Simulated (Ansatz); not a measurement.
C₂H₈O₂Si, SMILES `CC(O)[SiH2]O`, 13 atoms. Total charge 0; spin multiplicity 1. All runs use 4 threads of an Arm Neoverse V1 on a shared host. Correlated methods freeze the cores.

(1) Give the basis size and wall time and peak host memory of each of these runs in Ansatz. RKS PBE0-D4/def2-SVP energy; RKS ωB97M-V/def2-QZVPP energy; RHF-CCSD(T)/def2-TZVPP energy; RKS revPBE-D4/def2-TZVPP energy; RKS PBE-QIDH (frozen core)/def2-TZVPP energy; RKS ωB97M-V/def2-SVP energy; RKS PBE0-D4/def2-TZVP frequencies; RKS B2PLYP (frozen core)/def2-TZVPP energy; direct RPA on PBE orbitals/def2-TZVPP energy; RHF-CCSD(T)/def2-SVP energy; RKS PBE0-D4/def2-QZVPP energy; RHF-MP2/def2-QZVPP energy. (Estimate.)

Answers

(1) Ansatz gave: Other jobs shared the machine, so times are rough.

```csv
level,job,functions,wall time,peak host memory (GiB)
RKS PBE0-D4/def2-SVP,energy,114,1.1 s,0.51
RKS revPBE-D4/def2-TZVPP,energy,278,2.4 s,0.35
RKS ωB97M-V/def2-SVP,energy,114,4.3 s,0.51
direct RPA on PBE orbitals/def2-TZVPP,energy,278,6 s,0.73
RKS B2PLYP (frozen core)/def2-TZVPP,energy,278,6.5 s,0.78
RKS PBE-QIDH (frozen core)/def2-TZVPP,energy,278,7 s,0.78
RHF-CCSD(T)/def2-SVP,energy,114,7.5 s,0.59
RKS PBE0-D4/def2-QZVPP,energy,538,9.5 s,2
RKS ωB97M-V/def2-QZVPP,energy,538,21 s,2.5
RHF-MP2/def2-QZVPP,energy,538,29 s,4
RKS PBE0-D4/def2-TZVP,frequencies,209,3 min,0.52
RHF-CCSD(T)/def2-TZVPP,energy,278,3.9 min,8
```
